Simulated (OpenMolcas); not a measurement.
# In I: thermal populations, the spin-orbit constant, worked from levels

* Program: OpenMolcas
* Basis: ANO-RCC-VQZP [8s7p5d3f2g]
* Scalar Hamiltonian: DKH2, point nucleus
* Active space: 1 electron in 9 orbitals (RAS2 5p; RAS3 5d 6s, at most 1 electron)
* State averaging: 2S+1 = 2 odd, 3 roots; 2S+1 = 2 even, 1 root
* Spin-orbit coupling: RASSI with atomic mean-field integrals over the reference wave functions, term energies averaged over their components

Methods: RASSCF; SS-RASPT2, IPEA 0.25 Eh, imaginary shift 0.1 Eh (closed shells correlated: 4d 5s). Measured levels: NIST Handbook of Basic Atomic Spectroscopic Data.

**Thermal populations.** Z = Σ (2J + 1) exp(-E/kT) with k = 0.695035 cm-1/K, over the levels below. No other level of either list lies under 24300 cm-1, which is above 7 kT at each temperature.

| Level | 2J + 1 | SS-RASPT2 | measured |
| --- | --- | --- | --- |
| 5s2 5p 2P* 1/2 | 2 | 0.0 | 0.0 |
| 5s2 5p 2P* 3/2 | 4 | 1884 | 2213 |

```json
{"T (K)": "2000", "Z, SS-RASPT2": "3.031", "Z, measured levels": "2.814", "Ground level (%), SS-RASPT2": "66.0", "Ground level (%), measured levels": "71.1"}
{"T (K)": "3000", "Z, SS-RASPT2": "3.621", "Z, measured levels": "3.384", "Ground level (%), SS-RASPT2": "55.2", "Ground level (%), measured levels": "59.1"}
{"T (K)": "5000", "Z, SS-RASPT2": "4.326", "Z, measured levels": "4.116", "Ground level (%), SS-RASPT2": "46.2", "Ground level (%), measured levels": "48.6"}
```

At 5000 K, kT = 3475 cm-1, and the computed levels give Z = 2.000 + 2.326 = 4.326.

**The spin-orbit constant.** For the Hund term 2P* of p1, E(J) = (A/2) J(J+1) + constant and ζ = 2S·A = A. From J = 1/2 to J = 3/2 the energy changes by 1.5 A.

| Source | E(3/2) - E(1/2) | A | ζ |
| --- | --- | --- | --- |
| RASSCF | 1883.7 | 1255.8 | 1256 |
| SS-RASPT2 | 1883.7 | 1255.8 | 1256 |
| measured | 2212.6 | 1475.1 | 1475 |

All in cm-1. SS-RASPT2 is off by -14.9 % and RASSCF by -14.9 %. Both methods take the spin-orbit matrix elements from the reference wave functions, so the second can move ζ only through the term energies and any multistate remixing.

No level of 5s2 5d was computed, though it lies in the active space. With one active electron the reference holds no correlation, so core polarisation is missing (holds for RASSCF). With one active electron, CASPT2 adds the correlation within the correlated inactive shells and between them and that electron, and leaves the splitting within a term as the reference gives it (holds for SS-RASPT2). Computed and measured levels are paired by configuration, term and J; levels that our copy of the source lacks, or whose pairing is in doubt (as where it misses far off the trend of its configuration), stay unpaired and out of the deviations. Only configurations of the active space appear.

* marks odd parity.
